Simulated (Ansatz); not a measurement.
Reaction (ligand exchange at a Ge–N bond): `[GeH3]/[N]=C1\O[SiH2]1` + `NB(O)Cl` → `NB(Cl)[O][GeH3]` + `N=C1O[SiH2]1`

Calculated with Ansatz (gas phase, PBE0-D4/def2-TZVP geometries, no zero-point term in ΔE). CCSD(T)/CBS is the MP2 limit (def2-TZVPP, def2-QZVPP) plus CCSD(T) − MP2 in def2-TZVPP, frozen cores. Functionals use def2-TZVPP. For Ge outer-core shells are correlated without core-valence functions, which leaves a few kJ/mol of doubt a bond. Scalar relativity is left out up to krypton. Each species was taken in one conformer, which may not be the lowest.

`[GeH3]/[N]=C1\O[SiH2]1`:

Z-matrix (Å, degrees):
```
Ge
N 1 1.867
H 1 1.538 2 110.0
H 1 1.538 2 110.1 3 -121.9
H 1 1.533 2 105.5 3 119.0
C 2 1.237 1 120.0 3 61.5
Si 6 1.800 2 164.3 1 -180.0
O 6 1.403 2 132.8 1 -0.0
H 7 1.479 6 123.3 2 83.8
H 7 1.479 6 123.3 2 -83.8
```

`NB(O)Cl`:

Z-matrix (Å, degrees):
```
N
B 1 1.393
H 1 1.002 2 122.9
H 1 1.005 2 121.7 3 -180.0
O 2 1.360 1 120.7 3 -180.0
Cl 2 1.788 1 119.3 3 -0.0
H 5 0.959 2 113.0 1 -180.0
```

`NB(Cl)[O][GeH3]`:

Z-matrix (Å, degrees):
```
Ge
O 1 1.782
H 1 1.530 2 105.4
H 1 1.534 2 107.6 3 -120.1
H 1 1.541 2 109.0 3 119.7
B 2 1.351 1 130.2 3 -149.5
Cl 6 1.786 2 117.0 1 -175.1
N 6 1.402 2 125.7 1 4.9
H 8 1.005 6 123.8 2 2.7
H 8 1.004 6 121.7 2 179.3
```

`N=C1O[SiH2]1`:

Z-matrix (Å, degrees):
```
Si
C 1 1.806
O 1 1.701 2 46.1
H 1 1.478 2 123.0 3 -95.7
H 1 1.478 2 123.0 3 95.8
N 2 1.246 1 169.5 3 -179.9
H 6 1.015 2 110.9 1 -0.1
```

| level | ΔE (kcal/mol) |
| --- | --- |
| PBE-D4 | -0.4 |
| PBE0-D4 | -0.7 |
| r2SCANh-D4 | -1.2 |
| CAM-B3LYP-D4 | -1.9 |
| ωB97X-V | -1.7 |
| ωB97M-V | -1.4 |
| HF/def2-SVP | -1.7 |
| CCSD/def2-TZVPP | -1.7 |

**Question.** What does CCSD(T)/CBS give? (Best estimate.)

**Answer.** Computed: -1.1 kcal/mol. The listed levels differ from it by 0.7, 0.4, -0.1, -0.8, -0.6, -0.3, -0.6, -0.6 kcal/mol.

Largest T1 diagnostic among the species: 0.017.

From BLYP to BHLYP (50 % exact exchange), in def2-TZVPP and without D4, ΔE moves by −0.9 kcal/mol. Leaving LDA and LC-ωPBE aside and taking each functional with its dispersion term where it has one, the values, not all of them listed here, spread over 2.2 kcal/mol, from B97M-V to revPBE-D4.
